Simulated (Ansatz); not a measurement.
`C#[C][Ge]([F])([F])[Cl]` + HCl → `[F][Ge]([F])([Cl])[Cl]` + `C#C` at 298.15 K and 1 bar (ligand exchange at a Ge–C bond).

Computed with Ansatz on PBE0-D4/def2-TZVP structures; ΔE is electronic, products minus reactants. CCSD(T)/CBS adds triple-zeta CCSD(T) − MP2 to the extrapolated MP2 energy (def2 sets, frozen cores). This one scheme is used for every species. For Ge outer-core shells are correlated without core-valence functions, which leaves a few kJ/mol of doubt a bond. Scalar relativity is left out up to krypton.

| species | CCSD(T)/CBS energy (Eh) | H − E (kJ/mol) | S (J/(mol·K)) |
| --- | --- | --- | --- |
| `C#[C][Ge]([F])([F])[Cl]` | -2812.23968 | 89.0 | 366.2 |
| HCl | -460.38127 | 26.6 | 186.8 |
| `[F][Ge]([F])([Cl])[Cl]` | -3195.41116 | 39.7 | 341.1 |
| `C#C` | -77.22717 | 80.8 | 200.2 |

H − E and S are ideal-gas, rigid-rotor, harmonic terms from PBE0-D4/def2-TZVP. 1 Eh = 2625.50 kJ/mol, R = 8.31446 J/(mol·K).

Question: By hand: ΔE, ΔH, ΔS and ΔG.

Answer: ΔE = (-3195.41116) + (-77.22717) − (-2812.23968) − (-460.38127) = -0.01738 Eh = -45.6 kJ/mol. Δ(H − E) = 39.7 + 80.8 − 89.0 − 26.6 = 4.9, so ΔH = -40.7 kJ/mol. ΔS = 341.1 + 200.2 − 366.2 − 186.8 = -11.7 J/(mol·K). ΔG = -40.7 − 298.15 × (-11.7)/1000 = -37.2 kJ/mol.

Question: By hand: the equilibrium constant, and the temperature at which ΔG would vanish if ΔH and ΔS stayed fixed.

Answer: log₁₀ K = −ΔG/(RT ln 10) = 6.5. ΔG = 0 at ΔH/ΔS = 3479 K, far beyond where these terms or the molecules hold.

The number of gas molecules stays the same, so ΔS is small and ΔH decides. A doubt of 5 kJ/mol in ΔE shifts log₁₀ K by 0.9 here. These are equilibria of isolated gas molecules and say nothing of rates. Largest T1 diagnostic: 0.013 (customary marks: 0.02 for closed shells, 0.045 for open ones).
